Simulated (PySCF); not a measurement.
Method: PySCF with B3LYP-D3(BJ)/def2-TZVP. Gas-phase values, no solvent. B3LYP has the VWN-RPA correlation part, as in Gaussian. 

Reference species (SMILES): `C(=C=C)=[SiH2]` (neutral, multiplicity 1).

| Quantity | Result |
|---|---|
| LUMO | -2.25 eV |
| HOMO–LUMO gap | 3.63 eV |
| HOMO | -5.89 eV |

Changed species: `C#CC=[SiH2]`.

Q: What does the change do to the LUMO, HOMO–LUMO gap and HOMO?

A: the LUMO rises by 0.20 eV, to -2.05 eV; the HOMO–LUMO gap rises by 0.33 eV, to 3.96 eV; the HOMO falls by 0.12 eV, to -6.01 eV.
